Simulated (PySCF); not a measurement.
**Relaxation of doublet GeF₂⁺**

Method: UPBE0 in PySCF with Ge def2-TZVP, F def2-TZVP; no relativity; density-fitted integrals. A (50,194) grid was used.

A start displaced from a saddle point along its imaginary mode, of C2v symmetry, held to at least that symmetry:

```xyz
3
charge 1 multiplicity 2, angstrom
Ge   -0.0616   -0.0027    0.0000
F     0.1199    0.0053    1.7167
F     0.1199    0.0053   -1.7167
```

At each step, columns x, y, z (Å) and Fx, Fy, Fz (eV/Å):

```
step 0  E − E(last) = 62.66 kJ/mol
Ge  -0.062  -0.003   0.000  -0.634  -0.028  -0.001
F    0.120   0.005   1.717   0.317   0.014  -0.448
F    0.120   0.005  -1.717   0.317   0.014   0.450
step 1  E − E(last) = 50.15 kJ/mol
Ge  -0.148  -0.006   0.000  -0.921  -0.039   0.000
F    0.163   0.007   1.686   0.460   0.020  -0.423
F    0.163   0.007  -1.686   0.460   0.020   0.424
step 2  E − E(last) = 32.48 kJ/mol
Ge  -0.263  -0.012   0.000  -0.530  -0.014   0.000
F    0.221   0.010   1.652   0.265   0.007  -0.975
F    0.221   0.010  -1.652   0.265   0.007   0.975
step 3  E − E(last) = 22.03 kJ/mol
Ge  -0.528  -0.023   0.000   2.216   0.071   0.000
F    0.353   0.016   1.531  -1.108  -0.035  -2.006
F    0.353   0.016  -1.531  -1.108  -0.035   2.006
step 4  E − E(last) = 5.21 kJ/mol
Ge  -0.444  -0.020   0.000   0.185   0.004   0.000
F    0.311   0.014   1.524  -0.093  -0.002  -0.727
F    0.311   0.014  -1.524  -0.092  -0.002   0.727
step 5  E − E(last) = 1.00 kJ/mol
Ge  -0.478  -0.021   0.000  -0.267  -0.029   0.001
F    0.328   0.014   1.470   0.133   0.015  -0.048
F    0.328   0.014  -1.470   0.134   0.015   0.047
step 6  E − E(last) = 0.01 kJ/mol
Ge  -0.519  -0.023   0.000   0.037  -0.025   0.000
F    0.349   0.015   1.436  -0.018   0.013  -0.040
F    0.349   0.015  -1.436  -0.019   0.013   0.040
step 7  E − E(last) = 0.00 kJ/mol
Ge  -0.520  -0.023   0.000   0.000  -0.027   0.000
F    0.349   0.015   1.434   0.000   0.014   0.000
F    0.349   0.015  -1.434   0.000   0.014   0.000
```

It ends at C2v with Ge–F 1.677 Å (×2); F–Ge–F 117.1° (after a last refinement on a finer grid). A frequency run shows a minimum. Other isomers or separated fragments may lie lower.
